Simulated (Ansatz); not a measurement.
The lowest singlet and triplet of C2H6Si (SMILES C[Si]C); geometries from B3LYP-D3(BJ)/def2-TZVP, each state relaxed from the structure named, with no frequency check.
Singlet (charge 0, multiplicity 1):
```xyz
9

C      1.414    -0.248     0.499
Si     0.031     0.333    -0.677
C     -1.455    -0.191     0.393
H      1.471    -1.341     0.388
H      2.396     0.155     0.248
H      1.199    -0.054     1.554
H     -1.312    -1.152     0.898
H     -2.400    -0.203    -0.150
H     -1.544     0.566     1.186
```

A positive gap puts the triplet lower; no zero-point energy. R- takes a restricted singlet. U- takes an unrestricted singlet (broken symmetry where lower, unprojected). The triplet is unrestricted in single-reference levels. Active spaces average the two states.

Correlated levels freeze the cores.

Codes used: Ansatz (a program for electronic structure). Values without a source in brackets are computed.

```json
[
 {"level": "R-HF/cc-pV(T+d)Z", "gap E(singlet) − E(triplet), vertical, at the singlet's geometry (kJ/mol)": "-70.9"},
 {"level": "R-r2SCAN/def2-TZVPP", "gap E(singlet) − E(triplet), vertical, at the singlet's geometry (kJ/mol)": "-103.4"},
 {"level": "U-r2SCAN/def2-TZVPP", "gap E(singlet) − E(triplet), vertical, at the singlet's geometry (kJ/mol)": "-103.7"},
 {"level": "U-wB97X-V/def2-TZVPP", "gap E(singlet) − E(triplet), vertical, at the singlet's geometry (kJ/mol)": "-144.0"},
 {"level": "R-MP2/cc-pV(T+d)Z", "gap E(singlet) − E(triplet), vertical, at the singlet's geometry (kJ/mol)": "(withheld)"},
 {"level": "R-CCSD/cc-pV(D+d)Z", "gap E(singlet) − E(triplet), vertical, at the singlet's geometry (kJ/mol)": "(withheld)"},
 {"level": "R-CCSD(T)/cc-pV(T+d)Z", "gap E(singlet) − E(triplet), vertical, at the singlet's geometry (kJ/mol)": "-138.9"},
 {"level": "FIC-NEVPT4(SD) on SA-CASSCF(2,2)/cc-pV(T+d)Z", "gap E(singlet) − E(triplet), vertical, at the singlet's geometry (kJ/mol)": "-140.0"},
 {"level": "FIC-MRCISD+Q on SA-CASSCF(2,2)/cc-pV(T+d)Z", "gap E(singlet) − E(triplet), vertical, at the singlet's geometry (kJ/mol)": "-139.1"}
]
```

**Question.** What belongs in the gaps?

**Answer.** 
- R-MP2/cc-pV(T+d)Z, gap E(singlet) − E(triplet), vertical, at the singlet's geometry (kJ/mol): -126.9
- R-CCSD/cc-pV(D+d)Z, gap E(singlet) − E(triplet), vertical, at the singlet's geometry (kJ/mol): -130.3

Doubts at one or more of the structures used: a restricted determinant that unrestricted orbitals would lower (R-HF/cc-pV(T+d)Z, R-r2SCAN/def2-TZVPP, R-MP2/cc-pV(T+d)Z, R-CCSD/cc-pV(D+d)Z, R-CCSD(T)/cc-pV(T+d)Z).
